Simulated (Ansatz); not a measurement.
One change: `C[N](C)[Hf]([F])([F])[F]` becomes `C[N](C)[Zr]([F])([F])[F]`.

Ansatz, PBE0-D4/def2-TZVP geometries, multiplicity 1. Each molecule was computed in one conformer, which needn't be the lowest.

Elements past krypton have def2 core potentials.

| property | `C[N](C)[Hf]([F])([F])[F]` |
| --- | --- |
| HOMO–LUMO gap (B3LYP/def2-TZVPP) / eV | 6.09 |
| size of the dipole moment (B3LYP/def2-TZVPP) / D | 2.65 |
| LUMO energy (ωB97M-V/def2-TZVPP) / eV | 0.77 |
| size of the dipole moment (ωB97M-V/def2-TZVPP) / D | 2.51 |
| LUMO energy (PBE/def2-TZVPP) / eV | -1.24 |
| HOMO–LUMO gap (PBE0/def2-TZVPP) / eV | 6.62 |

Question: Give the same properties after the change, and the shifts. (Estimate.)

Answer: Computed: 
```
                                          property  `C[N](C)[Zr]([F])([F])[F]`  shift
             HOMO–LUMO gap (B3LYP/def2-TZVPP) / eV                        5.76  -0.33
  size of the dipole moment (B3LYP/def2-TZVPP) / D                        2.88   0.23
             LUMO energy (ωB97M-V/def2-TZVPP) / eV                        0.62  -0.15
size of the dipole moment (ωB97M-V/def2-TZVPP) / D                        2.72   0.21
                 LUMO energy (PBE/def2-TZVPP) / eV                       -1.78  -0.54
              HOMO–LUMO gap (PBE0/def2-TZVPP) / eV                        6.22  -0.40
```

With PBE0 the HOMO falls by 0.07 eV and the LUMO falls by 0.46 eV, so the gap narrows by about 0.39 eV. PBE moves the HOMO by -0.07 eV and ωB97M-V by -0.06 eV. Dipoles are sizes alone; their direction can turn.

B3LYP here is the variant with VWN-RPA as its local correlation; programs differ in this.
